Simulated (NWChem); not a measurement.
SeCl2; SMILES [Se](Cl)Cl

Computed with NWChem. Geometry: optimised at PBE0/def2-SVP.

Task: Taking B3LYP/def2-QZVP as the yardstick, which of these has the fewest basis functions while keeping “dipole (D)” within 0.2 D of it: B3LYP/3-21G; B3LYP/aug-pcseg-1; B3LYP/pcseg-1; B3LYP/pcseg-2; B3LYP/def2-TZVPP?

Result: B3LYP/pcseg-1.
| level | basis functions | dipole (D) |
|---|---|---|
| B3LYP/3-21G | 48 | 1.81 |
| B3LYP/pcseg-1 | 63 | 1.18 |
| B3LYP/aug-pcseg-1 | 90 | 1.06 |
| B3LYP/pcseg-2 | 111 | 1.16 |
| B3LYP/def2-TZVPP | 132 | 1.09 |
| B3LYP/def2-QZVP | 215 | 1.11 |

The yardstick is one finite set, not the basis-set limit.
